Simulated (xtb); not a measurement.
xtb input:

```bash
xtb mol.xyz --gfn 2 --ohess tight --chrg 1 --uhf 0
```
mol.xyz:
```
16

C     -2.41835604     0.81235849    -0.93727078
Si    -1.32759553    -0.64091324    -0.48496759
O     -0.20809370    -0.08252518     0.77034274
Si     1.55126468    -0.23529415     0.79795629
C      2.22630585     0.95535647    -0.42009089
H     -1.82058841     1.65581404    -1.30403087
H     -3.02108114     1.13733290    -0.09370378
H     -3.11763798     0.48950817    -1.72625598
H     -2.07863050    -1.76454672     0.21506133
H     -0.40258084    -1.09798050    -1.45990489
H     -0.60184979     0.20925258     1.62639954
H      1.76376814    -1.64684548     0.45240972
H      1.87869822     0.11260980     2.16362253
H      1.91768212     0.70874760    -1.42971892
H      3.28733543     0.93053337    -0.44534578
H      1.96912156     1.94624533    -0.22565639
```

Which total energy does the run end on?

-17.06973 Eh (GFN2-xTB).

It need not be the lowest isomer of its formula.
